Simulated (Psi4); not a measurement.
HTe (SMILES [TeH]), doublet, at a GFN2-xTB geometry (core potentials on Te), with bond 2-1 at 2.0 times its length; B3LYP/def2-SV(P) run with Psi4.

Here is a job for Psi4.
```
memory 2 GB

molecule mol {
0 2
  Te   -0.000000   -0.000000   -0.031107
  H     0.000000    0.000000    3.266229
}

set basis def2-sv(p)
set reference uks
set d_convergence 1e-8

energy('b3lyp')
print_variables()
```

Question: Write the output that Psi4 gives for this input, abridged.

Answer: 
```
   => Loading Basis Set <=

    Name: DEF2-SV(P)
    Role: ORBITAL
    Keyword: BASIS

    !!!  WARNING: ECP capability is in beta. Please check occupations closely.  !!!

         ---------------------------------------------------------
                                   SCF
               by Justin Turney, Rob Parrish, Andy Simmonett
                          and Daniel G. A. Smith
                              UKS Reference
         ---------------------------------------------------------

  ==> Geometry <==

    Molecular point group: c2v
    Full point group: C_inf_v

    Geometry (in Angstrom), charge = 0, multiplicity = 2:

       Center              X                  Y                   Z               Mass
    ------------   -----------------  -----------------  -----------------  -----------------
         TE           0.000000000000     0.000000000000    -0.025384118945   129.906222748000
         H            0.000000000000     0.000000000000     3.271951881055     1.007825032230

  Running in c2v symmetry.

  Rotational constants: A = ************  B =      1.55039  C =      1.55039 [cm^-1]
  Rotational constants: A = ************  B =  46479.55334  C =  46479.55334 [MHz]
  Nuclear repulsion =    3.851670881002118

  Charge       = 0
  Multiplicity = 2
  Electrons    = 25
  Nalpha       = 13
  Nbeta        = 12

  ==> Algorithm <==

  SCF Algorithm Type is DF.
  DIIS enabled.
  MOM disabled.
  Fractional occupation disabled.
  Guess Type is SAD.
  Energy threshold   = 1.00e-06
  Density threshold  = 1.00e-08
  Integral threshold = 1.00e-12

  ==> Primary Basis <==

  Basis Set: DEF2-SV(P)
    Blend: DEF2-SV(P)
    Number of shells: 12
    Number of basis functions: 28
    Number of Cartesian functions: 30
    Spherical Harmonics?: true
    Max angular momentum: 2

  Core potential: DEF2-SV(P)
    Number of shells: 4
    Number of ECP primitives: 18
    Number of ECP core electrons: 28
    Max angular momentum: 3

  ==> DFT Potential <==

   => LibXC <=

    Version 7.1.2
    S. Lehtola, C. Steigemann, M. J. T. Oliveira, and M. A. L. Marques,  SoftwareX 7, 1–5 (2018) (10.1016/j.softx.2017.11.002)

   => Composite Functional: B3LYP <=

    B3LYP Hyb-GGA Exchange-Correlation Functional

    P. J. Stephens, F. J. Devlin, C. F. Chabalowski, and M. J. Frisch,  J. Phys. Chem. 98, 11623 (1994) (10.1021/j100096a001)

    Deriv               =              1
    GGA                 =           TRUE
    Meta                =          FALSE

    Exchange Hybrid     =           TRUE
    MP2 Hybrid          =          FALSE

   => Exchange Functionals <=

    0.0800   Slater exchange
    0.7200         Becke 88

   => Exact (HF) Exchange <=

    0.2000               HF

   => Correlation Functionals <=

    0.1900   Vosko, Wilk & Nusair (VWN5_RPA)
    0.8100   Lee, Yang & Parr

   => LibXC Density Thresholds  <==

    XC_HYB_GGA_XC_B3LYP:  1.00E-15

   => Molecular Quadrature <=

    Radial Scheme          =       TREUTLER
    Pruning Scheme         =           NONE
    Nuclear Scheme         =       TREUTLER

    Blocking Scheme        =         OCTREE
    BS radius alpha        =              1
    Pruning alpha          =              1
    Radial Points          =             75
    Spherical Points       =            302
    Total Points           =          42187
    Total Blocks           =            377
    Max Points             =            255
    Max Functions          =             28
    Weights Tolerance      =       1.00E-15

   => Loading Basis Set <=

    Name: (DEF2-SV(P) AUX)
    Role: JKFIT
    Keyword: DF_BASIS_SCF

  ==> Integral Setup <==

  SCF_SUBTYPE=INCORE selected. In-core MEM_DF algorithm will be used.
  Using in-core AOs.

  ==> MemDFJK: Density-Fitted J/K Matrices <==

    J tasked:                   Yes
    K tasked:                   Yes
    wK tasked:                   No
    Algorithm:                 Core
    Schwarz Cutoff:           1E-12
    Mask sparsity (%):       0.0000
    Fitting Condition:        1E-10

   => Auxiliary Basis Set <=

  Basis Set: (DEF2-SV(P) AUX)
    Blend: DEF2-UNIVERSAL-JKFIT
    Number of shells: 52
    Number of basis functions: 236
    Number of Cartesian functions: 329
    Spherical Harmonics?: true
    Max angular momentum: 5

  Minimum eigenvalue in the overlap matrix is 7.0266361348E-02.
  Reciprocal condition number of the overlap matrix is 2.4599531600E-02.
    Using symmetric orthogonalization.

  ==> Pre-Iterations <==

  SCF Guess: Superposition of Atomic Densities via on-the-fly atomic UHF (no occupation information).

   -------------------------
    Irrep   Nso     Nmo
   -------------------------
     A1        14      14
     A2         2       2
     B1         6       6
     B2         6       6
   -------------------------
    Total      28      28
   -------------------------

  ==> Iterations <==

                           Total Energy        Delta E     RMS |[F,P]|

   @DF-UKS iter SAD:  -266.17541929788121   -2.66175e+02   0.00000e+00
    Occupation by irrep:
             A1    A2    B1    B2
    DOCC [     6,    1,    2,    3 ]
    SOCC [     1,    0,    0,    0 ]
    NA   [     7,    1,    2,    3 ]
    NB   [     6,    1,    2,    3 ]

   @DF-UKS iter   1:  -268.08956041990177   -1.91414e+00   3.09514e-02 ADIIS/DIIS
   @DF-UKS iter   2:  -267.91994013427717    1.69620e-01   4.41284e-02 ADIIS/DIIS
    Occupation by irrep:
             A1    A2    B1    B2
    DOCC [     5,    1,    3,    3 ]
    SOCC [     1,    0,    0,    0 ]
    NA   [     6,    1,    3,    3 ]
    NB   [     5,    1,    3,    3 ]

   @DF-UKS iter   3:  -268.35465483749334   -4.34715e-01   1.53425e-02 ADIIS/DIIS
    Occupation by irrep:
             A1    A2    B1    B2
    DOCC [     6,    1,    2,    3 ]
    SOCC [     1,    0,    0,    0 ]
    NA   [     7,    1,    2,    3 ]
    NB   [     6,    1,    2,    3 ]

   @DF-UKS iter   4:  -268.24520413737798    1.09451e-01   1.37720e-02 ADIIS/DIIS
   @DF-UKS iter   5:  -268.34031399115617   -9.51099e-02   1.53481e-02 ADIIS/DIIS
   @DF-UKS iter   6:  -268.33537293221889    4.94106e-03   1.54344e-02 ADIIS/DIIS
   @DF-UKS iter   7:  -268.32088442849368    1.44885e-02   1.61010e-02 ADIIS/DIIS
   @DF-UKS iter   8:  -268.39886237459660   -7.79779e-02   1.23495e-02 ADIIS/DIIS
   @DF-UKS iter   9:  -268.44821136818518   -4.93490e-02   1.01286e-02 ADIIS/DIIS
   @DF-UKS iter  10:  -268.51506265006759   -6.68513e-02   1.71338e-03 ADIIS/DIIS
   @DF-UKS iter  11:  -268.51767196256390   -2.60931e-03   6.07942e-04 ADIIS/DIIS
   @DF-UKS iter  12:  -268.51795461422495   -2.82652e-04   3.93099e-05 DIIS
   @DF-UKS iter  13:  -268.51795576375429   -1.14953e-06   1.19254e-05 DIIS
   @DF-UKS iter  14:  -268.51795593310533   -1.69351e-07   3.56791e-06 DIIS
   @DF-UKS iter  15:  -268.51795594199649   -8.89116e-09   3.96909e-07 DIIS
   @DF-UKS iter  16:  -268.51795594204526   -4.87717e-11   7.35859e-08 DIIS
   @DF-UKS iter  17:  -268.51795594204788   -2.61480e-12   8.22455e-09 DIIS
  Energy and wave function converged.

  ==> Post-Iterations <==

   Electrons on quadrature grid:
      Nalpha   =   13.0000029945 ; deviation = 2.995e-06
      Nbeta    =   12.0000000297 ; deviation = 2.966e-08
      Ntotal   =   25.0000030242 ; deviation = 3.024e-06

   @Spin Contamination Metric:   9.065742009E-04
   @S^2 Expected:                7.500000000E-01
   @S^2 Observed:                7.509065742E-01
   @S   Expected:                5.000000000E-01
   @S   Observed:                5.000000000E-01

    Orbital Energies [Eh]
    ---------------------

    Alpha Occupied:

[...]
       7A1    -0.228965

    Alpha Virtual:

[...]
    Beta Occupied:

[...]
    Beta Virtual:

[...]
      14A1    52.251377

    Final Occupation by Irrep:
             A1    A2    B1    B2
    DOCC [     6,    1,    2,    3 ]
    SOCC [     1,    0,    0,    0 ]
    NA   [     7,    1,    2,    3 ]
    NB   [     6,    1,    2,    3 ]

  @DF-UKS Final Energy:  -268.51795594204788

   => Energetics <=

    Nuclear Repulsion Energy =              3.8516708810021183
    One-Electron Energy =                -474.8900355540923783
    Two-Electron Energy =                 219.6492426956250483
    DFT Exchange-Correlation Energy =     -17.1288339645826575
    Empirical Dispersion Energy =           0.0000000000000000
    VV10 Nonlocal Energy =                  0.0000000000000000
    Total Energy =                       -268.5179559420478768

  UHF NO Occupations:
  HONO-2 :    5 A1 1.9999979
  HONO-1 :    6 A1 1.9995494
  HONO-0 :    7 A1 1.0000000
  LUNO+0 :    8 A1 0.0004506
  LUNO+1 :    9 A1 0.0000021
  LUNO+2 :    4 B2 0.0000006
  LUNO+3 :    3 B1 0.0000000

Computation Completed

Properties will be evaluated at   0.000000,   0.000000,   0.000000 [a0]

Properties computed using the SCF density matrix

 Multipole Moments:

 ------------------------------------------------------------------------------------
     Multipole            Electronic (a.u.)      Nuclear  (a.u.)        Total (a.u.)
 ------------------------------------------------------------------------------------

 L = 1.  Multiply by 2.5417464519 to convert [e a0] to [Debye]
 Dipole X            :          0.0000000            0.0000000            0.0000000
 Dipole Y            :          0.0000000            0.0000000            0.0000000
 Dipole Z            :         -5.2214557            5.0318362           -0.1896195
 Magnitude           :                                                    0.1896195

 ------------------------------------------------------------------------------------

  Variable Map:
  ----------------------------------------------------------------------------
[...]
  Array Variable Map:
  ----------------------------------------------------------------------------
[...]
[...]
```
